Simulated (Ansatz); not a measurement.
Born–Oppenheimer molecular dynamics of H10N2Si2 (14 atoms, charge 0, multiplicity 1). It starts from a rough guess of a transition structure, not a stationary point.

Method: UKS revPBE/6-31G (Ansatz 0.2.0).

| Item | Value |
| --- | --- |
| ensemble | NVE (velocity Verlet) |
| time step | 0.5 fs |
| steps asked | 150 |
| starting velocities drawn for | 600 K |
| seed | 705345 |

First frame:

```xyz
14
Properties=species:S:1:pos:R:3
Si -0.287 -0.932 0.068
Si 0.608 0.989 1.568
H 0.634 -2.026 -0.264
H -0.972 -1.518 1.256
N -1.707 -0.573 -0.841
H 0.933 0.877 -0.274
N 0.777 0.178 -1.404
H 1.994 0.774 2.018
H -0.194 0.727 2.761
H 0.496 2.455 1.425
H -2.569 -1.015 -0.572
H -1.660 -0.466 -1.838
H 0.297 0.705 -2.124
H 1.649 -0.175 -1.780
```

Task: How far do the bonds stretch over the last three quarters of this one trajectory? (Pairs bonded in most of those frames.)

Result: 
```tsv
bond	mean (Å)	spread (Å)	shortest	longest
Si1–Si2	2.385	0.057	2.32	2.51
Si1–H3	1.538	0.045	1.46	1.61
Si1–H4	1.556	0.062	1.45	1.65
Si1–N5	1.834	0.074	1.71	1.95
Si2–H8	1.557	0.089	1.40	1.68
Si2–H9	1.540	0.069	1.42	1.64
Si2–H10	1.534	0.049	1.45	1.60
N5–H11	1.024	0.032	0.97	1.07
N5–H12	1.020	0.009	1.00	1.04
H6–N7	1.078	0.122	0.87	1.28
N7–H13	1.035	0.056	0.92	1.13
N7–H14	1.041	0.073	0.90	1.16
```

Pairs bonded in part of these frames only: Si1–N7 8 %.

Mean temperature of the second half: 1276 K. The conserved energy stayed within 1.5 meV per atom of its start (net change 0.24 meV per atom), so the integration is sound. The kinetic energy rose, since the run started high on the potential surface and went downhill. It ends in pieces (H3N + H7NSi2), so much of that is their flight and rotation, not heat. A run of 0.075 ps of so small a system gives no equilibrium averages. The orbitals were unrestricted but ended closed-shell. Limits of this set-up: no polarisation functions.

Run time: 20 min on 1 thread of Arm Neoverse N1, with other jobs on the host, peak memory 0.15 GiB.
